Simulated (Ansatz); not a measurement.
Gas-phase reaction in SMILES: O[Si](O)(O)[SiH3] -> O[Si](O)O + [SiH3] (SiH3) (the Si-Si bond at the site shown breaks; other sites are not compared here)
Geometries: B3LYP-D3(BJ)/def2-TZVP minima from Ansatz (an electronic-structure program), one conformer each, not searched for the lowest.

Wanted: bond dissociation energy (electronic energy difference), in kcal/mol. Valence correlation only, unless marked. Open shells are spin-unrestricted. Spin-orbit coupling is left out. Non-relativistic unless marked X2C. CBS(X,Y): correlation extrapolated as X^-3; Hartree-Fock from the larger set. The bracket is a focal-point correction in the basis named.

```json
[
 {"level": "HF/cc-pV(T+d)Z", "program": "Ansatz", "bond dissociation energy (kcal/mol)": "61.0"}
]
```

Task: Estimate the value at RI-MP2/CBS(aug-cc-pV(T+d)Z,aug-cc-pV(Q+d)Z)+[CCSD(T)-MP2]/aug-cc-pV(T+d)Z as computed with Ansatz.

Result: 82.8 kcal/mol, so HF/cc-pV(T+d)Z differs from it by -21.8 kcal/mol.
